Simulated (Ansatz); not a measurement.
Computed with Ansatz on PBE0-D4/def2-TZVP structures; ΔE is electronic, products minus reactants. CCSD(T)/CBS adds triple-zeta CCSD(T) − MP2 to the extrapolated MP2 energy (def2 sets, frozen cores). Functionals use def2-TZVPP. One conformer a species, not always the lowest.

`O[SiH2]N[SiH](O)O` + `C[SiH2]C[SiH2]Cl` → `O[SiH](O)C[SiH2]Cl` + `C[SiH2]N[SiH2]O`  (redistribution)

Question: Is it downhill or uphill in electronic energy at CCSD(T)/CBS, and by how much? (Best estimate.)

Answer: The calculation gave: Uphill: ΔE = +11.3 kJ/mol.

Question: What do these levels give: PBE-D4, r2SCAN-D4, PBE0-D4, SCS-MP2/def2-TZVPP, CCSD(T)/def2-TZVPP, SCS-MP2/def2-QZVPP? (Best estimate.)

Answer: Computed: PBE-D4 11.0, r2SCAN-D4 12.9, PBE0-D4 11.5, SCS-MP2/def2-TZVPP 11.2, CCSD(T)/def2-TZVPP 12.6, SCS-MP2/def2-QZVPP 10.5 kJ/mol.

Largest T1 diagnostic among the species: 0.012.
